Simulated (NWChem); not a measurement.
System: CF₂InNO; SMILES O=C=[N][In]([F])[F]

Here is an NWChem input.

```
start job
memory heap 200 mb stack 900 mb global 1100 mb
geometry units angstroms noautoz
  In    -0.030480     0.549837     0.000000
  F     -1.928468     0.948201     0.000000
  F      1.203671     2.039265     0.000000
  N      0.666212    -1.327716     0.000000
  C      0.292356    -2.479318     0.000000
  O      0.010947    -3.610563     0.000000
end
basis spherical
  * library def2-svp
end
ecp
  In library def2-ecp
end
dft
  xc m06-2x
  grid xcoarse
  iterations 150
  mulliken
end
task dft gradient
```

Output (shortened):

```
             Northwest Computational Chemistry Package (NWChem) 7.3.0
             --------------------------------------------------------

 CS  symmetry detected

                             Geometry "geometry" -> ""
                             -------------------------

 Output coordinates in angstroms (scale by  1.889725989 to convert to a.u.)

  No.       Tag          Charge          X              Y              Z
 ---- ---------------- ---------- -------------- -------------- --------------
    1 In                  49.0000     0.00535918     0.54116966     0.00000000
    2 F                    9.0000    -1.87776435     1.00474067     0.00000000
    3 F                    9.0000     1.29013278     1.98715764     0.00000000
    4 N                    7.0000     0.63689762    -1.35928929     0.00000000
    5 C                    6.0000     0.22355592    -2.49731570     0.00000000
    6 O                    8.0000    -0.09669183    -3.61818485     0.00000000

 Effective nuclear repulsion energy (a.u.)     545.0109900512

      Symmetry information
      --------------------

 Group name             Cs
 Group number              2
 Group order               2
 No. of unique centers     6

                                 NWChem DFT Module
                                 -----------------

 Summary of "ao basis" -> "ao basis" (spherical)
 ------------------------------------------------------------------------------
       Tag                 Description            Shells   Functions and Types
 ---------------- ------------------------------  ------  ---------------------
 In                         def2-svp                10       26   4s4p2d
 F                          def2-svp                 6       14   3s2p1d
 N                          def2-svp                 6       14   3s2p1d
 C                          def2-svp                 6       14   3s2p1d
 O                          def2-svp                 6       14   3s2p1d

      Symmetry analysis of basis
      --------------------------

        a'         68
        a"         28

            General Information
            -------------------
          SCF calculation type: DFT
          Wavefunction type:  closed shell.
          No. of atoms     :     6
          No. of electrons :    60
           Alpha electrons :    30
            Beta electrons :    30
          Charge           :     0
          Spin multiplicity:     1
          Use of symmetry is: on ; symmetry adaption is: on
          Maximum number of iterations: 150
          AO basis - number of functions:    96
                     number of shells:    40
          Convergence on energy requested:  1.00D-06
          Convergence on density requested:  1.00D-05
          Convergence on gradient requested:  5.00D-04

              XC Information
              --------------
                       M06-2X Method XC Functional
                     Hartree-Fock (Exact) Exchange  0.540
                        M06-2X Exchange Functional  1.000
                      M06-2X Correlation Potential  1.000

             Grid Information
             ----------------
          Grid used for XC integration:  xcoarse
          Radial quadrature: Mura-Knowles
          Angular quadrature: Lebedev.
          Tag              B.-S. Rad. Rad. Pts. Rad. Cut. Ang. Pts.
          ---              ---------- --------- --------- ---------
          In                  1.55       84           8.0       194
          F                   0.50       21          11.0       194
          N                   0.65       21           7.0       194
          C                   0.70       21          10.0       194
          O                   0.60       21          11.0       194
          Grid pruning is: on
          Number of quadrature shells:   189
          Spatial weights used:  Erf1

      Superposition of Atomic Density Guess
      -------------------------------------

 Sum of atomic energies:        -583.19547063

      Non-variational initial energy
      ------------------------------

 Total energy =    -555.517302
 1-e energy   =   -1433.467650
 2-e energy   =     580.106427
 HOMO         =      -0.385503
 LUMO         =      -0.124784

      Symmetry analysis of molecular orbitals - initial
      -------------------------------------------------

  Numbering of irreducible representations:

     1 a'          2 a"

  Orbital symmetries:

     1 a'          2 a'          3 a'          4 a'          5 a'
     6 a'          7 a'          8 a'          9 a"         10 a'
    11 a'         12 a'         13 a'         14 a'         15 a'
    16 a'         17 a"         18 a"         19 a'         20 a'
    21 a'         22 a'         23 a"         24 a"         25 a'
    26 a'         27 a"         28 a'         29 a'         30 a"
    31 a'         32 a"         33 a'         34 a'         35 a'
    36 a"         37 a'         38 a'         39 a"         40 a'

     ---------------------------------------------
      Total Density - Mulliken Population Analysis
     ---------------------------------------------

    Atom       Charge   Shell Charges
 -----------   ------   -------------------------------------------------------
    1 In  21    19.04   2.59 -0.60  0.45  0.12  3.24  2.75  0.33  0.08  9.73  0.36
    2 F    9     9.75   1.99  1.15  0.81  3.56  2.23  0.00
    3 F    9     9.75   1.99  1.15  0.81  3.56  2.23  0.00
    4 N    7     7.72   1.99  1.05  0.51  2.46  1.69  0.02
    5 C    6     5.18   1.99  0.89  0.14  1.51  0.54  0.11
    6 O    8     8.56   1.99  1.13  0.64  2.99  1.79  0.02

   convergence    iter        energy       DeltaE   RMS-Dens  Diis-err
 ---------------- ----- ----------------- --------- --------- ---------
 d= 0,ls=0.0,diis     1   -557.2865039193 -8.55D+02  1.83D-02  1.55D+00
 d= 0,ls=0.0,diis     2   -557.1813345359  1.05D-01  9.38D-03  3.28D+00
 d= 0,ls=0.0,diis     3   -557.4648128884 -2.83D-01  1.58D-03  3.11D-02
 d= 0,ls=0.0,diis     4   -557.4658063202 -9.93D-04  8.11D-04  2.15D-02
 d= 0,ls=0.0,diis     5   -557.4678070105 -2.00D-03  1.76D-04  5.22D-04
  Resetting Diis
 d= 0,ls=0.0,diis     6   -557.4678648869 -5.79D-05  7.01D-05  9.55D-05
 d= 0,ls=0.0,diis     7   -557.4678743433 -9.46D-06  3.05D-05  6.48D-06
 d= 0,ls=0.0,diis     8   -557.4678745766 -2.33D-07  1.51D-05  8.72D-06
 d= 0,ls=0.0,diis     9   -557.4678753582 -7.82D-07  5.30D-06  1.20D-07

         Total DFT energy =     -557.467875358234
      One electron energy =    -1435.237097955344
           Coulomb energy =      638.426411608816
    Exchange-Corr. energy =      -58.501109621290
 Nuclear repulsion energy =      297.843920609583

 Numeric. integr. density =       59.998961195214

                  Occupations of the irreducible representations
                  ----------------------------------------------

                     irrep           alpha         beta
                     --------     --------     --------
                     a'               23.0         23.0
                     a"                7.0          7.0

                       DFT Final Molecular Orbital Analysis
                       ------------------------------------

 Vector   28  Occ=2.000000D+00  E=-4.723820D-01  Symmetry=a'
              MO Center= -5.2D-01,  1.4D+00, -1.3D-14, r^2= 3.2D+00
   Bfn.  Coefficient  Atom+Function         Bfn.  Coefficient  Atom+Function
  ----- ------------  ---------------      ----- ------------  ---------------
    44      0.421093  3 F  px                31      0.395270  2 F  py
    30      0.302843  2 F  px                47     -0.296144  3 F  px
    34     -0.290727  2 F  py                33     -0.206173  2 F  px
    17     -0.142772  1 In d -2              11      0.079828  1 In px
    21      0.067821  1 In d  2              45     -0.061668  3 F  py

 Vector   29  Occ=2.000000D+00  E=-3.866163D-01  Symmetry=a'
              MO Center=  3.4D-01, -2.1D+00, -3.7D-15, r^2= 2.5D+00
   Bfn.  Coefficient  Atom+Function         Bfn.  Coefficient  Atom+Function
  ----- ------------  ---------------      ----- ------------  ---------------
    58      0.439649  4 N  px                86      0.376334  6 O  px
    61     -0.350480  4 N  px                89      0.281359  6 O  px
    87     -0.116860  6 O  py                57     -0.106732  4 N  s
    56     -0.100733  4 N  s                 21      0.096736  1 In d  2
    30      0.094681  2 F  px                90     -0.081083  6 O  py

 Vector   30  Occ=2.000000D+00  E=-3.844973D-01  Symmetry=a"
              MO Center=  3.4D-01, -2.1D+00, -5.6D-16, r^2= 2.3D+00
   Bfn.  Coefficient  Atom+Function         Bfn.  Coefficient  Atom+Function
  ----- ------------  ---------------      ----- ------------  ---------------
    60      0.455175  4 N  pz                88      0.400281  6 O  pz
    63     -0.372272  4 N  pz                91      0.298542  6 O  pz
    74     -0.085566  5 C  pz                18     -0.082525  1 In d -1
    13     -0.081970  1 In pz                79     -0.056534  5 C  d -1
    32     -0.048893  2 F  pz                46     -0.047691  3 F  pz

[...]

                         DFT ENERGY GRADIENTS

    atom               coordinates                        gradient
                 x          y          z           x          y          z
   1 In      0.010127   1.022662   0.000000    0.002012  -0.008163   0.000000
   2 F      -3.548460   1.898685   0.000000   -0.006774   0.001260   0.000000
   3 F       2.437997   3.755183   0.000000    0.004490   0.005408   0.000000
   4 N       1.203562  -2.568684   0.000000    0.002685   0.004108   0.000000
   5 C       0.422459  -4.719242   0.000000   -0.001569   0.001931   0.000000
   6 O      -0.182721  -6.837378   0.000000   -0.000845  -0.004544   0.000000
```

Level: M06-2X/def2-SVP with def2 effective core potentials on In. Geometry: optimised at PBE0/def2-SVP. def2 effective core potentials on In; no spin-orbit coupling.
